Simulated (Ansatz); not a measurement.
Input and output for CH₂AlFOS (`F[C]1(S)[O][AlH]1`).

```yaml
crystal:
  periodic: [false, false, false]
  atoms:
    - {symbol: F, position_ang: [-0.040869, -1.540356, 0.373615]}
    - {symbol: C, position_ang: [-0.276968, -0.353865, 0.175208]}
    - {symbol: S, position_ang: [-0.428404, 0.501863, 1.710325]}
    - {symbol: O, position_ang: [-1.103401, -0.230344, -0.774113]}
    - {symbol: Al, position_ang: [0.278941, 0.265497, -1.248727]}
    - {symbol: H, position_ang: [0.559072, 0.315901, 2.416958]}
    - {symbol: H, position_ang: [0.890707, 1.033606, -2.965070]}
basis:
  gaussian: {orbitals: def2-TZVPPP, fitting: {mean_field: def2-universal-jkfit}, point_charges: [{charge: -1.00, position_ang: [4.674, 0.506, 0.402]}]}
hamiltonian: {xc: {name: RPBE}, pseudopotentials: {relativity: scalar}}
scf: {lower_state_search: off}
output: {forces: true}
```

```sh
$ ansatz run in.yaml --threads 2 --pin off --events-out ev --progress --plain --max-ram 4352MiB
```

Shortened log:

```
Error: <dir> can't be read: No such file or directory (os error 2)
```
